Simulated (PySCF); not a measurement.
H2Te, SMILES [TeH2] (connectivity only; charge and spin as stated), charge +1, multiplicity 2. Atoms are numbered in the order given.

```xyz
3

Te     0.0000     0.0000    -0.0436
H      0.0000    -1.1866     1.1331
H      0.0000     1.1866     1.1331
```
Charge +1, spin multiplicity 2.

Coordinates come from a B3LYP-D3(BJ)/def2-TZVPD optimisation. The multiplicity is an assumed one; other spin states were not compared. The def2 effective core potentials stand for the cores of Te; spin–orbit coupling is left out.

All values below come from M06-2X/def2-TZVPD run with PySCF.

Gas-phase values at a fixed geometry.

| Item | Value |
|---|---|
| total energy | -268.79730 hartree |
| point group | C2v |
| α spin, highest occupied and lowest empty level | -16.37 and -6.56 eV |
| β spin, highest occupied and lowest empty level | -17.62 and -10.21 eV |
| dipole moment about the centre of nuclear charge | 0.91 D |
| mean static polarisability | 28.8 bohr³ (4.27 Å³) |
| polarisability, principal values | 24.2, 30.2, 31.9 bohr³ |
| ⟨S²⟩ | 0.760 (pure state 0.75) |
